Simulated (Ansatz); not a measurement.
Program: Ansatz. Geometries: PBE0-D4/def2-TZVP. ΔE: electronic, gas phase. CCSD(T)/CBS adds triple-zeta CCSD(T) − MP2 to the extrapolated MP2 energy (def2 sets, frozen cores). Functionals use def2-TZVPP. HSE06 is defined as in plane-wave codes. For Ge, Se outer-core shells are correlated without core-valence functions, which leaves a few kJ/mol of doubt a bond. Scalar relativity is left out up to krypton. Each species was taken in one conformer, which may not be the lowest.

Reaction (germylene formation by 1,1-elimination): `[Cl][GeH2][SeH]` → `[Cl][GeH]` + H₂Se

`[Cl][GeH2][SeH]`:

Z-matrix (Å, degrees):
```
Ge
Se 1 2.348
Cl 1 2.148 2 104.6
H 1 1.534 2 112.1 3 -116.2
H 1 1.534 2 112.2 3 116.2
H 2 1.471 1 91.7 3 179.5
```

`[Cl][GeH]`:

Cartesian coordinates in Å:
```
Cl -0.783 0.111 1.370
Ge -0.261 -0.518 -0.654
H 1.043 0.407 -0.717
```

H₂Se:

```xyz
3

Se   -0.330    0.506    0.321
H     1.069    0.264   -0.048
H    -0.740   -0.770   -0.273
```

Is it downhill or uphill in electronic energy at CCSD(T)/CBS, and by how much? (An estimate is asked.)

Computed: Uphill: ΔE = +1.73 eV.

What do these levels give: r2SCANh-D4, HSE06, MP2/def2-SVP, MP2/def2-TZVPP, CCSD/def2-TZVPP, SCS-MP2/def2-QZVPP? (Best estimate.)

The calculation gave: r2SCANh-D4 1.87, HSE06 1.75, MP2/def2-SVP 1.88, MP2/def2-TZVPP 1.99, CCSD/def2-TZVPP 1.77, SCS-MP2/def2-QZVPP 1.81 eV.

Largest T1 diagnostic among the species: 0.013.

The D4 term adds +0.13 eV with B3LYP and +0.07 eV with PBE0; it sums over pairs of atoms, weighted by their polarisabilities, and B3LYP, whose exchange is more repulsive, gets the larger term. Leaving LDA and LC-ωPBE aside and taking each functional with its dispersion term where it has one, the values, not all of them listed here, spread over 0.60 eV, from BLYP-D4 to PBE-QIDH. LDA lies +0.36 eV from PBE without D4.

B3LYP here is the variant with VWN-RPA as its local correlation; programs differ in this.
